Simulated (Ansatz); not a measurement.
System: SiNH$_{4}$S, charge 0, doublet. SiNH4S (SMILES N[SiH2][S], doublet).
B3LYP-D3(BJ)/def2-TZVP minimum from Ansatz (a first-principles code):
```xyz
7

S      1.4727    -0.4584    -0.1159
Si    -0.3926     0.5839     0.0423
N     -1.8613    -0.2953     0.1237
H     -0.2875     1.3767     1.2874
H     -0.4349     1.4224    -1.1772
H     -2.1138    -0.7787     0.9723
H     -2.2014    -0.7929    -0.6852
```
Charge 0, spin multiplicity 2.

Total energies in hartree (Ansatz). UHF or UKS for unpaired electrons; spin-orbit terms are left out. Correlated methods leave the cores frozen. No relativity. Where a partner has so few electrons that a lower coupled-cluster level is exact, that level stands in.

```csv
species,HF/cc-pV(T+d)Z,CCSD(T)/cc-pV(T+d)Z,HF/cc-pV(Q+d)Z,CCSD(T)/cc-pV(Q+d)Z,CCSD(T)/cc-pV(D+d)Z,CCSDT(Q)/cc-pV(D+d)Z
"1: SiNH4S (SMILES N[SiH2][S], doublet)",-743.33859,-743.88513,-743.35035,-743.93288,-743.72057,-743.72257
2: S (triplet),-397.50938,-397.65444,-397.51264,-397.66785,-397.60412,-397.60456
3: Si (triplet),-288.85649,-288.93344,-288.85845,-288.93781,-288.91643,-288.91690
4: N (quartet),-54.40069,-54.51471,-54.40372,-54.52482,-54.47850,-54.47866
5: H (doublet),-0.49981,-0.49981,-0.49995,-0.49995,-0.49928,-0.49928
```

Question: Work out the atomisation energy (electronic, to ground-state atoms) in kcal/mol: take Hartree-Fock from cc-pV(Q+d)Z, extrapolate the CCSD(T) correlation energy as X^-3 (X = 3, 4), and add CCSDT(Q) - CCSD(T) in cc-pV(D+d)Z. 1 hartree = 627.51 kcal/mol.

Answer: 
Species 1: correlation (64·(-0.58253) - 27·(-0.54654))/37 = -0.60879; step -0.00200; E1 = -743.35035 + (-0.60879) + (-0.00200) = -743.96114
Species 2: correlation (64·(-0.15521) - 27·(-0.14506))/37 = -0.16262; step -0.00044; E2 = -397.51264 + (-0.16262) + (-0.00044) = -397.67570
Species 3: correlation (64·(-0.07936) - 27·(-0.07695))/37 = -0.08112; step -0.00047; E3 = -288.85845 + (-0.08112) + (-0.00047) = -288.94004
Species 4: correlation (64·(-0.12110) - 27·(-0.11402))/37 = -0.12627; step -0.00016; E4 = -54.40372 + (-0.12627) + (-0.00016) = -54.53015
Species 5: correlation (64·(0.00000) - 27·(0.00000))/37 = 0.00000; step +0.00000; E5 = -0.49995 + (0.00000) + (+0.00000) = -0.49995
-1·E1 +1·E2 +1·E3 +1·E4 +4·E5 = 0.81545 hartree = 511.7 kcal/mol.
